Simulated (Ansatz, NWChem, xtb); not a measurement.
# Ligand exchange: C2H2F4 + GeH4 → C2H3F3 + GeH3F

Species: C2H2F4 (norflurane) `FCC(F)(F)F`, singlet; GeH4 (germane) `[GeH4]`, singlet; C2H3F3 (1,1,2-trifluoroethane) `FCC(F)F`, singlet; GeH3F (fluorogermane) `[F][GeH3]`, singlet. The partners trade F for H: C–F and Ge–H bonds give way to C–H and Ge–F.

Shapes, held fixed at every level: PBE0-D4/def2-TZVP. Flexible molecules stand in one conformer, not always the lowest. Programs: Ansatz 0.2.0, NWChem 7.3.0, xtb 6.7.1. The zero-point and thermal change to 298 K, harmonic and unscaled (PBE0-D4/def2-TZVP), is +9.3 kJ/mol.

```
               level                    kind  ΔH(298 K) (kJ/mol)  less CCSD(T)/def2-TZVPP
            GFN1-xTB          semi-empirical               -57.8                    +10.5
         HF/def2-SVP            Hartree–Fock               -56.2                    +12.1
r2SCAN-D4/def2-TZVPP                meta-GGA               -60.6                     +7.7
 B3LYP-D4/def2-TZVPP           global hybrid               -72.2                     -3.9
  wB97M-V/def2-TZVPP  range-separated hybrid               -64.8                     +3.5
    CCSD(T)/def2-SVP   coupled cluster or CI               -46.2                    +22.1
       CCSD/def2-SVP   coupled cluster or CI               -49.1                    +19.2
  CCSD(T)/def2-TZVPP   coupled cluster or CI               -68.3                      0.0
```

The highest level, CCSD(T)/def2-TZVPP, gives ΔH(298 K) = -68.3 kJ/mol; the levels span -72.2 to -46.2. The column of differences is taken from that level and isn't an error. No measured value is set beside it here. Relativity is left out for Ge. Outer-core shells of Ge are correlated, in sets that cover them unevenly.
